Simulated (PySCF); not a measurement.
## Unknown compound

Molecular formula: C₆H₁₁F₂NSi. Simulated spectra:

1H NMR (400 MHz, computed): δ 5.98 (m, 1H), 5.00 (m, 1H), 4.67 (m, 1H), 1.59 (m, 1H), 1.53 (m, 1H), 1.45 (m, 2H), 1.42 (m, 2H), 1.39 (m, 1H), 1.05 (m, 1H).

13C{1H} NMR (computed): δ 125.8 (CH), 65.3 (C), 21.2 (CH2), 17.8 (CH2), 4.2 (CH2).

Averaged over atoms made equivalent by symmetry, fast rotation or ring inversion, one computed conformer, in vacuum, non-relativistic. PBE0/pcSseg-1 with gauge-including orbitals; GFN2-xTB geometry; PySCF 2.14.0 with density-fitted response routines.

Shifts are taken against calculated references (same method and geometry level): TMS for 1H (σref 31.72) and 13C (σref 186.93).

Question: What is the structure?

Answer: 
The formula gives 2 degrees of unsaturation (2 rings in the answer). 5 carbon signals for 6 carbons: some carbons are equivalent by symmetry or fast rotation. Carbon types of the structure: 1 × C, 1 × CH, 4 × CH2, leaving 2 H on heteroatoms. δC 125.8: sp3 CH bonded to 2 F; 2 electronegative neighbours deshield it. δC 65.3: fully substituted sp3 carbon bonded to N and Si; pulled downfield by the heteroatom. δC 21.2: aziridine ring carbon. δC 17.8: sp3 CH2 in a ring; a saturated carbon with 2 carbon neighbours and no heteroatom attached. δC 4.2: sp3 CH2 bonded to Si; an electropositive neighbour leaves it electron-rich and shielded. δH 5.98: hydrogen on an sp3 CH bonded to 2 F; its carbon carries F, which withdraws density. δH 1.39, 1.05: hydrogen on an sp3 CH2 bonded to Si.

Structure: `FC(F)[C@@]1(N2CC2)CC[SiH2]1`.

This is the structure that produced the data.

Splittings by 19F in the carbon and heteronuclear signals aren't shown, as no couplings were computed. Shifts are as computed. Against solution values, carbons near 30 ppm lie about +3 ppm off and those near 130 ppm about +5 ppm. Of 1211 compounds with measured shifts, 218 miss one by over three times the rms of a fit or turn the order of signals round; such compounds aren't used in these exercises. Multiplicities follow the n + 1 count of equivalent neighbours, as no J values were calculated; m marks all less simple cases, F and P coupling included.
